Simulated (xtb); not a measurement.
trans-butane (C$_{4}$H$_{10}$), singlet, geometry from GFN2-xTB, atoms displaced at random by about 0.05 Å a coordinate. Base run: xtb 6.7.1 with GFN1-xTB.

Input for xtb:
```
$ xtb mol.xyz --gfn 1 --opt --json

# file mol.xyz
14

C      0.70537432     1.88718492    -0.03656502
C      0.70323134     0.36206136    -0.02122205
C     -0.70947036    -0.29572756    -0.00053055
C     -0.68967047    -1.77247086     0.12576699
H      1.72890615     2.28795654     0.01474136
H     -1.79556062    -2.15623633     0.01809016
H      0.20615473     2.21073844     0.92494461
H      0.28215232     2.17862334    -0.84108024
H     -0.21180500    -2.25637612     0.98227148
H     -0.26616117    -2.20192686    -0.79382641
H      1.32181085    -0.06943532    -0.92723544
H      1.21019326    -0.14451144     0.91735725
H     -1.14627494     0.05423917    -0.90952635
H     -1.28693395     0.14855446     0.83086151
```

Variants of this job, named by their change:

```
change               ΔE vs base (kJ/mol)  optimiser steps
-------------------  -------------------  ---------------
base                                0.00                8
opt level = vtight                 -0.01               16
engine = inertial                   0.14                -
opt level = sloppy                  0.04                5
opt level = loose                   0.02                6
alpb = ch2cl2                          …                7
opt level = crude                   0.18                4
opt level = tight                  -0.01               11
engine = lbfgs                      0.01                -
opt level = extreme                -0.01               17
```

Problem. Complete the blanks.

Solution. 
- alpb = ch2cl2, ΔE vs base (kJ/mol): -11.95
